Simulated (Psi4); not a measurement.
AgF, charge -1, doublet, geometry from GFN2-xTB (such geometries of metal compounds can be far from the true shape) (the multiplicity is a formal guess) (all electrons, no relativity) (a gas-phase anion, which may not be bound at this level); Psi4 1.11 with SVWN/3-21G.

Psi4 was given this input:
```
memory 2 GB

molecule {
-1 2
Ag   -0.00000000   -0.00000000   -0.38161718
F     0.00000000    0.00000000    1.99288972
}

set {
  basis 3-21g
  reference uks
  scf_type pk
}

energy('svwn')
print_variables()
```

What the program printed (banner, timings and long lists left out):

```
   => Loading Basis Set <=

    Name: 3-21G
    Role: ORBITAL
    Keyword: BASIS

         ---------------------------------------------------------
                                   SCF
               by Justin Turney, Rob Parrish, Andy Simmonett
                          and Daniel G. A. Smith
                              UKS Reference
         ---------------------------------------------------------

  ==> Geometry <==

    Molecular point group: c2v
    Full point group: C_inf_v

    Geometry (in Angstrom), charge = -1, multiplicity = 2:

       Center              X                  Y                   Z               Mass
    ------------   -----------------  -----------------  -----------------  -----------------
         AG           0.000000000000     0.000000000000    -0.358304902369   106.905091600000
         F            0.000000000000     0.000000000000     2.016201997631    18.998403162730

  Running in c2v symmetry.

  Rotational constants: A = ************  B =      0.18534  C =      0.18534 [cm^-1]
  Rotational constants: A = ************  B =   5556.38875  C =   5556.38875 [MHz]
  Nuclear repulsion =   94.268818554879786

  Charge       = -1
  Multiplicity = 2
  Electrons    = 57
  Nalpha       = 29
  Nbeta        = 28

  ==> Algorithm <==

  SCF Algorithm Type is PK.
  DIIS enabled.
  MOM disabled.
  Fractional occupation disabled.
  Guess Type is SAD.
  Energy threshold   = 1.00e-06
  Density threshold  = 1.00e-06
  Integral threshold = 1.00e-12

  ==> Primary Basis <==

  Basis Set: 3-21G
    Blend: 3-21G
    Number of shells: 19
    Number of basis functions: 48
    Number of Cartesian functions: 48
    Spherical Harmonics?: false
    Max angular momentum: 2

  ==> DFT Potential <==

   => LibXC <=

    Version 7.1.2
    S. Lehtola, C. Steigemann, M. J. T. Oliveira, and M. A. L. Marques,  SoftwareX 7, 1–5 (2018) (10.1016/j.softx.2017.11.002)

   => Composite Functional: SVWN <=

    Slater exchange
    Vosko, Wilk & Nusair (VWN5_RPA)
    P. A. M. Dirac,  Math. Proc. Cambridge Philos. Soc. 26, 376 (1930) (10.1017/S0305004100016108)
    F. Bloch,  Z. Phys. 57, 545 (1929) (10.1007/BF01340281)
    S. H. Vosko, L. Wilk, and M. Nusair,  Can. J. Phys. 58, 1200 (1980) (10.1139/p80-159)

    Deriv               =              1
    GGA                 =          FALSE
    Meta                =          FALSE

    Exchange Hybrid     =          FALSE
    MP2 Hybrid          =          FALSE

   => Exchange Functionals <=

[...]
   @S^2 Expected:                7.500000000E-01
   @S^2 Observed:                7.513402948E-01
   @S   Expected:                5.000000000E-01
   @S   Observed:                5.000000000E-01

    Orbital Energies [Eh]
    ---------------------

    Alpha Occupied:

[...]
    Alpha Virtual:

[...]
      25A1   195.199862

    Beta Occupied:

[...]
       6B1     0.001644

    Beta Virtual:

[...]
    Final Occupation by Irrep:
             A1    A2    B1    B2
    DOCC [    14,    2,    6,    6 ]
    SOCC [     1,    0,    0,    0 ]
    NA   [    15,    2,    6,    6 ]
    NB   [    14,    2,    6,    6 ]

  @UKS Final Energy: -5271.13163859473752

   => Energetics <=

    Nuclear Repulsion Energy =             94.2688185548797861
    One-Electron Energy =               -7498.0130742725596065
    Two-Electron Energy =                2284.5944015330596812
    DFT Exchange-Correlation Energy =    -151.9817844101170579
    Empirical Dispersion Energy =           0.0000000000000000
    VV10 Nonlocal Energy =                  0.0000000000000000
    Total Energy =                      -5271.1316385947375238

  UHF NO Occupations:
  HONO-2 :    6 B1 1.9997632
  HONO-1 :    6 B2 1.9997632
  HONO-0 :   15 A1 1.0000000
  LUNO+0 :    7 B2 0.0002368
  LUNO+1 :    7 B1 0.0002368
  LUNO+2 :   16 A1 0.0001347
  LUNO+3 :   17 A1 0.0000309

Computation Completed

Properties will be evaluated at   0.000000,   0.000000,   0.000000 [a0]

Properties computed using the SCF density matrix

 Multipole Moments:

 ------------------------------------------------------------------------------------
     Multipole            Electronic (a.u.)      Nuclear  (a.u.)        Total (a.u.)
 ------------------------------------------------------------------------------------

 L = 1.  Multiply by 2.5417464519 to convert [e a0] to [Debye]
 Dipole X            :          0.0000000            0.0000000            0.0000000
 Dipole Y            :          0.0000000            0.0000000            0.0000000
 Dipole Z            :         -2.7411766            2.4670140           -0.2741627
 Magnitude           :                                                    0.2741627

 ------------------------------------------------------------------------------------

  Variable Map:
  ----------------------------------------------------------------------------
[...]
  Array Variable Map:
  ----------------------------------------------------------------------------
[...]
[...]
```
